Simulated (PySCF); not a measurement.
## Relaxation of singlet [Ir3S]+

Method: PySCF, PBE0, basis S def2-SVP, Ir def2-SVP with ECP60 (scalar-relativistic core potentials, no spin–orbit coupling, density fitting). A (50,194) grid was used.

A hand-made trigonal pyramidal start, of C3v symmetry, held to at least that symmetry:

```xyz
4
charge 1 multiplicity 1, angstrom
S     0.0000    0.0000   -0.9810
Ir    1.9469    0.0000    0.0542
Ir   -0.9734    1.6861    0.0542
Ir   -0.9735   -1.6861    0.0542
```

Optimiser trace:
| step | E − E(last) (kJ/mol) | largest gradient (Eh/bohr) |
| --- | --- | --- |
| 0 | 92.60 | 0.07007 |
| 1 | 23.76 | 0.03405 |
| 2 | 9.99 | 0.02749 |
| 3 | 4.81 | 0.00473 |
| 4 | 4.05 | 0.00301 |
| 5 | 0.10 | 0.00339 |
| 6 | 0.03 | 0.00148 |
| 7 | 0.00 | 0.00038 |
| 8 | 0.00 | 0.00001 |

It ends at C3v with Ir–Ir 3.009 Å (×3), S–Ir 2.056 Å (×3); Ir–Ir–Ir 60.0° (×3), Ir–Ir–S 43.0° (×6), Ir–S–Ir 94.1° (×3) (after a last refinement on a finer grid). A frequency run shows 2 imaginary modes (one degenerate set), down to 46i cm⁻¹, so it is a higher-order saddle point. Other isomers or separated fragments may lie lower.

Final geometry:
```xyz
4
charge 1 multiplicity 1, angstrom
S     0.0000    0.0000   -1.0390
Ir    1.7371    0.0000    0.0604
Ir   -0.8685    1.5044    0.0604
Ir   -0.8686   -1.5043    0.0604
```

Stability towards spin polarisation was not tested. Spin–orbit coupling, left out here, can matter for elements this heavy.

The relaxation took of the order of 5 core-minutes on a shared host.
